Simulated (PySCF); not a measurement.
Delta-SCF ions had no search for a lower state. Excitations are Tamm–Dancoff values on a coarser integration grid. The basis has no diffuse functions, so Rydberg states are missing or too high.

**C3H4OS, SMILES `[S@](=O)(C)C#C` (charge 0, multiplicity 1)**

Calculation: ωB97X-D3(BJ)/def2-TZVP // B3LYP-D3(BJ)/def2-TZVP (PySCF).

The HOMO is -9.48 eV and the dipole moment comes out as 3.84 D. The LUMO comes out as 1.43 eV, the HOMO–LUMO gap comes out as 10.91 eV and the S1 excitation (TDA) is 5.13 eV. The S1 oscillator strength is 0.004. The brightest of the four lowest singlets (TDA) comes out as 5.86 eV and the T1 excitation (TDA) is 4.62 eV. The S1–T1 gap (TDA) comes out as 0.51 eV and the vertical ionisation energy (Delta-SCF) is 9.37 eV. The total energy is -16059.86 eV and the cost is roughly 4 core-minutes.

```xyz
9

C      2.2871    -0.4183    -0.2696
C      1.2078     0.0989    -0.3881
S     -0.2552     0.9876    -0.6987
C     -1.3703    -0.3078    -0.0698
O     -0.3425     2.1293     0.2377
H      3.2373    -0.8801    -0.1476
H     -1.1440    -0.4839     0.9796
H     -2.3788     0.0866    -0.1846
H     -1.2414    -1.2123    -0.6628
```
Charge 0, spin multiplicity 1.
